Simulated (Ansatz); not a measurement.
Geometry optimisation, RKS PBE0/def2-SVP (Ansatz).

The input (input.yaml):

```yaml
crystal:
  periodic: [false, false, false]
  atoms:
    - { symbol: Al, position_ang: [-0.586622, 0.007495, -0.239947] }
    - { symbol: Br, position_ang: [-0.335156, -2.272515, 0.351995] }
    - { symbol: O, position_ang: [-0.166022, 0.517186, -1.792854] }
    - { symbol: O, position_ang: [-1.271404, 1.0909, 0.855205] }
    - { symbol: H, position_ang: [1.720261, -0.39972, 0.785342] }
    - { symbol: H, position_ang: [2.029768, 0.233918, 0.779474] }
    - { symbol: H, position_ang: [0.189088, -0.054172, -2.475963] }
    - { symbol: H, position_ang: [-1.579813, 0.876808, 1.736748] }
basis:
  gaussian: { orbitals: def2-SVP }
hamiltonian:
  xc: pbe0
relax:
  f_tol: 0.03
  max_steps: 50
```

Run as:

```bash
$ ansatz run input.yaml --threads 2 --pin off --max-ram 3072MiB --backend cpu --events-out ev --progress --plain --runs-dir out
```

Where does it end, and by what steps?

The forces met the threshold. After 9 steps the energy has fallen by 0.194 eV; H6 moved furthest, 0.44 Å.

```csv
step,energy less start (eV),largest force component (eV/Å),accepted
0,0.0000,2.295,yes
1,-0.0670,2.115,yes
2,-0.0916,1.645,yes
3,-0.1486,0.672,yes
4,-0.1348,0.484,no
5,-0.1716,0.423,yes
6,-0.1862,0.261,yes
7,-0.1920,0.036,yes
8,-0.1937,0.031,yes
9,-0.1937,0.015,yes
```

```xyz
8
Properties=species:S:1:pos:R:3
Al -0.431 -0.086 -0.160
Br -0.538 -2.305 0.280
O 0.017 0.475 -1.692
O -1.068 1.046 0.925
H 1.650 -0.323 0.754
H 1.678 0.428 0.602
H 0.215 -0.074 -2.451
H -1.523 0.839 1.742
```

Whether the end is a true minimum wasn't checked by a vibrational analysis.

Run time: 8.8 s on 2 threads of AMD EPYC 9R45 96-Core Processor (Zen 5), on a shared host, peak memory 0.23 GiB.
